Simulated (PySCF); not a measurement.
# [SeF7]-, singlet: data card

Computed with PBE0/[Se def2-SVPD, F def2-SVPD], no relativity, density fitting, PySCF.

The structure is a minimum.

```xyz
8
charge -1 multiplicity 1, angstrom
Se    0.0000    0.0000    0.0000
F     0.0000    0.0000    1.7290
F     0.0000    0.0000   -1.7290
F     1.8377    0.0000    0.0000
F     0.5679    1.7477    0.0000
F    -1.4867    1.0801    0.0000
F    -1.4867   -1.0802    0.0000
F     0.5679   -1.7477    0.0000
```

| Item | Value |
| --- | --- |
| Point group | D5h |
| Bond lengths | Se–F 1.729 Å (×2), Se–F 1.838 Å (×5) |
| Bond angles | F–Se–F 72.0° (×5), F–Se–F 90.0° (×10), F–Se–F 144.0° (×5), F–Se–F 180.0° |
| Principal quadrupole moments (Buckingham, traceless) about the centre of mass | -3.82, -3.82, 7.64 D Å |
| Enthalpy at 298.15 K above 0 K | 25.13 kJ/mol |
| Lowest empty level | 0.30 eV |
| Heat capacity Cp at 298.15 K | 137.4 J/(mol K) |
| Zero-point energy | 46.1 kJ/mol |
| Rotational symmetry number | 10 |
| Highest occupied level | -4.83 eV |
| Rotational constants | 0.06153, 0.06153, 0.05255 cm⁻¹ |
| Principal polarisabilities | 43.9, 49.6, 49.6 bohr³ |
| Dipole moment about the centre of mass | 0.00 D |
| Entropy at 298.15 K and 1 bar | 364.1 J/(mol K) |

Harmonic modes (masses in u: Se 79.917, F 18.998):
```csv
symmetry,ω (cm⁻¹),"IR (km/mol, summed over degenerate members)",type
e2'',78,0.0,bend
e1',274,0.1,bend
e1'',333,0.0,bend
a2'',392,35.8,bend
e2',394,0.0,stretch
e1',459,341,bend
a1',568,0.0,stretch
e1',577,296,stretch
e2',587,0.0,bend
a1',624,0.0,stretch
a2'',721,199,stretch
```

In D5h the vibrations span e2'' + 3e1' + e1'' + 2a2'' + 2e2' + 2a1'. The a1', e1'', e2', e2'' modes carry no infrared intensity, as symmetry demands.

Charges (e); Mulliken and Löwdin values are unreliable with diffuse functions:
| atom | Mulliken | Löwdin | polar tensor | Mayer order to Se1 |
| --- | --- | --- | --- | --- |
| Se1 | 2.96 | 1.86 | 3.33 | – |
| F2,3 | -0.62 | -0.36 | -0.62 | 0.58 |
| F4,5,6,7,8 | -0.54 | -0.43 | -0.62 | 0.57 |

Mulliken populations on Se1: s 7.00, p 13.33, d 10.71.

Counting electrons, selenium keeps none of its valence electrons outside its bonds, so the VSEPR class is AX7 and the expected shape is pentagonal bipyramidal (D5h), as computed.

This need not be the most stable arrangement of these atoms. The lowest empty level of this anion is unbound, so it and the gap depend on the basis.

The final relaxation and frequency run took 2.7 min on 4 threads of a shared Arm Neoverse V1 host, with 202 basis functions and 10 gradients; the process peaked at 3.3 GiB.
